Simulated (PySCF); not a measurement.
Simulated P 2p region for `P[Si](P)(P)P`, binding energy against the vacuum level.

Every computed line was given a Gaussian of 0.7 eV full width at half maximum and an area set by the number of equivalent atoms (split 2:1 within a doublet); the highest printed point is 100. Method used: delta-SCF UKS SCAN, pcX-2 on the ionised atom, pcseg-1 elsewhere, spin-free X2C (PySCF 2.14.0).

binding energy (eV), intensity and a bar:
```
    135.3          1 
    135.4          2 
    135.5          4 #
    135.6          9 ###
    135.7         18 #####
    135.8         31 #########
    135.9         50 ###############
    136.0         70 #####################
    136.1         88 ##########################
    136.2         99 ##############################
    136.3        100 ##############################
    136.4         91 ###########################
    136.5         76 #######################
    136.6         60 ##################
    136.7         49 ###############
    136.8         44 #############
    136.9         45 ##############
    137.0         49 ###############
    137.1         51 ###############
    137.2         50 ###############
    137.3         44 #############
    137.4         35 ##########
    137.5         24 #######
    137.6         15 #####
    137.7          9 ###
    137.8          4 #
    137.9          2 #
    138.0          1 
    138.1          0
```

Count the maxima, the lines and the sites behind this envelope.

The curve has 2 maxima (at 136.3 and 137.1 eV). Under it lie 2 lines from 1 inequivalent phosphorus site, drawn as a 2p3/2, 2p1/2 pair.

Decompose the envelope and assign each component. Numbering: `[PH2:1][Si:2]([PH2:3])([PH2:4])[PH2:5]`.

| position (eV) | relative area | line | atoms | environment |
| --- | --- | --- | --- | --- |
| 136.25 | 2.67 | P 2p3/2 | P1/P3/P4/P5 | three-coordinate phosphorus |
| 137.14 | 1.33 | P 2p1/2 | P1/P3/P4/P5 | three-coordinate phosphorus |

No satellites, vibrations or lifetime broadening are included. One atom of each set of topologically equivalent atoms was ionised and stands for the set; in this conformer not all members are related by symmetry, and their own values weren't computed. The 2p values add to the ΔSCF energy of one spin-free hole a correction within the shell (spin–orbit coupling, ligand field). 2p1/2 minus 2p3/2 (ligand field included): P 0.89 eV. Geometry: PBE0-D3(BJ)/def2-SVP; no solvent, vibrations or thermal averaging.

Shape of the structure used: `[PH2:1][Si:2]([PH2:3])([PH2:4])[PH2:5]`: H–P1–Si2–P3 -75°, H–P1–Si2–P3 -169°, H–P3–Si2–P1 -71°, H–P3–Si2–P1 -165°, H–P4–Si2–P1 -76°, H–P4–Si2–P1 -170°, H–P5–Si2–P1 49°, H–P5–Si2–P1 -45°.
